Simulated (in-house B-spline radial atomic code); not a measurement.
Mn is squeezed into an impenetrable sphere of radius R (the orbitals vanish at R). Method: scalar-relativistic (X2C) Hartree-Fock, spin-polarised, averaged over the determinants with the given up and down occupations, Fermi nucleus of rms radius 3.7057 fm. Calculated with a B-spline radial code for spherical atoms.

Energies in eV above the free atom in [Ar] 3d5 4s2:

```json
{"R (bohr)": "9.88", "highest level (eV)": "-6.17", "[Ar] 3d5 4s2": "0.02624", "[Ar] 3d4 4s2 4f1": "15.63", "[Ar] 3d5 4s1 4p1": "1.238"}
{"R (bohr)": "5.94", "highest level (eV)": "-4.96", "[Ar] 3d5 4s2": "1.48", "[Ar] 3d4 4s2 4f1": "24.41", "[Ar] 3d5 4s1 4p1": "3.08"}
{"R (bohr)": "4.84", "highest level (eV)": "-2.85", "[Ar] 3d5 4s2": "4.627", "[Ar] 3d4 4s2 4f1": "33.06", "[Ar] 3d5 4s1 4p1": "6.698"}
{"R (bohr)": "4.17", "highest level (eV)": "0.18", "[Ar] 3d5 4s2": "9.711", "[Ar] 3d4 4s2 4f1": "43.73", "[Ar] 3d5 4s1 4p1": "12.37"}
{"R (bohr)": "3.51", "highest level (eV)": "6.56", "[Ar] 3d5 4s2": "21.63", "[Ar] 3d4 4s2 4f1": "64.28", "[Ar] 3d5 4s1 4p1": "25.41"}
{"R (bohr)": "3.23", "highest level (eV)": "11.4", "[Ar] 3d5 4s2": "31.36", "[Ar] 3d4 4s2 4f1": "79.17", "[Ar] 3d5 4s1 4p1": "35.9"}
{"R (bohr)": "2.69", "highest level (eV)": "28.8", "[Ar] 3d5 4s2": "69.55", "[Ar] 3d4 4s2 4f1": "131.4", "[Ar] 3d5 4s1 4p1": "76.29"}
{"R (bohr)": "2.23", "highest level (eV)": "63.2", "[Ar] 3d5 4s2": "154.5", "[Ar] 3d4 4s2 4f1": "235.4", "[Ar] 3d5 4s1 4p1": "163.8"}
{"R (bohr)": "1.72", "highest level (eV)": "165", "[Ar] 3d5 4s2": "453.9", "[Ar] 3d4 4s2 4f1": "571.8", "[Ar] 3d5 4s1 4p1": "464.6"}
{"R (bohr)": "1.6", "highest level (eV)": "212", "[Ar] 3d5 4s2": "607.2", "[Ar] 3d4 4s2 4f1": "738.5", "[Ar] 3d5 4s1 4p1": "617.1"}
```

**Question.** Does [Ar] 3d4 4s2 4f1 fall below [Ar] 3d5 4s2 under compression?

**Answer.** No, it stays above over the whole range.

**Question.** Does [Ar] 3d5 4s1 4p1 fall below [Ar] 3d5 4s2 under compression?

**Answer.** No, it stays above over the whole range.

The highest level is first positive in the row R = 4.17 bohr, pushed up by confinement above the zero of the free ion's potential. Each configuration is held fixed and needn't be the lowest in the sphere.
